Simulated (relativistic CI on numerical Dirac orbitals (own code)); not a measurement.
**Sensitivity of the levels of Ru²²⁺ to α and to the nuclear radius**

Computed by Dirac-Coulomb-Breit CI, orbitals from a KLI potential per configuration, derivatives by finite differences, unscaled Slater integrals, QED left out (own radial code, finite nucleus).

Configuration list (outside the closed core [Ne] 3s2): 3p6 3d4, 3p5 3d5, 3p6 3d3 4p, 3p6 3d2 4s 4p, 3p6 3d2 4s2, 3p6 3d 4s2 4p. Double excitations out of closed p, d and f shells are left out; levels of such configurations are missing from the list, as are those of other unlisted configurations, and high levels can miss mixing partners.

With x = (α/α₀)² − 1 an excitation energy changes as ω = ω₀ + qx; K = 2q/ω₀ is the relative enhancement. Terms are leading LS components, so labels can repeat. The field-shift factor is F = δν/δ⟨r²⟩ for the transition from the lowest level.

Lowest level 3p6 3d4 5D_0.

```csv
Level,ω₀ (cm⁻¹),q (cm⁻¹),K,F (GHz/fm²)
3p6 3d4 5D_1,14110.2,27280,3.87,0.154
3p6 3d4 5D_2,28133.0,45410,3.23,0.264
3p6 3d4 5D_3,40266.2,55330,2.75,0.331
3p6 3d4 5D_4,49740.0,55730,2.24,0.349
3p6 3d4 3P_0,86114.1,36390,0.845,0.306
3p6 3d4 3H_4,91346.2,33260,0.728,0.302
3p6 3d4 3H_5,111511.9,53940,0.967,0.434
3p6 3d4 3G_3,112312.1,41480,0.739,0.372
3p6 3d4 3P_1,116512.4,58040,0.996,0.458
3p6 3d4 3F_2,117429.4,42880,0.73,0.386
3p6 3d4 3H_6,119794.5,58020,0.969,0.468
3p6 3d4 3G_4,133597.9,71960,1.08,0.553
3p6 3d4 3G_4,143298.7,66900,0.934,0.544
3p6 3d4 3P_2,144434.7,64880,0.898,0.534
3p6 3d4 3F_3,151017.5,75830,1,0.597
3p6 3d4 3D_3,162169.6,61970,0.764,0.547
3p6 3d4 3G_5,162979.1,93230,1.14,0.703
3p6 3d4 1I_6,171389.0,87010,1.02,0.686
3p6 3d4 3D_2,171673.0,75990,0.885,0.629
3p6 3d4 3D_1,180912.4,83590,0.924,0.679
3p6 3d4 1G_4,199906.9,105500,1.06,0.816
3p6 3d4 1S_0,205870.5,92190,0.896,0.759
3p6 3d4 1D_2,212956.2,86410,0.812,0.742
```

At this charge energies of transitions that change n are usually good to better than 1 %, and those within a shell (Δn = 0) to a few per cent. Terms inside the open d or f shell come out 10 to 20 % too wide with unscaled integrals.
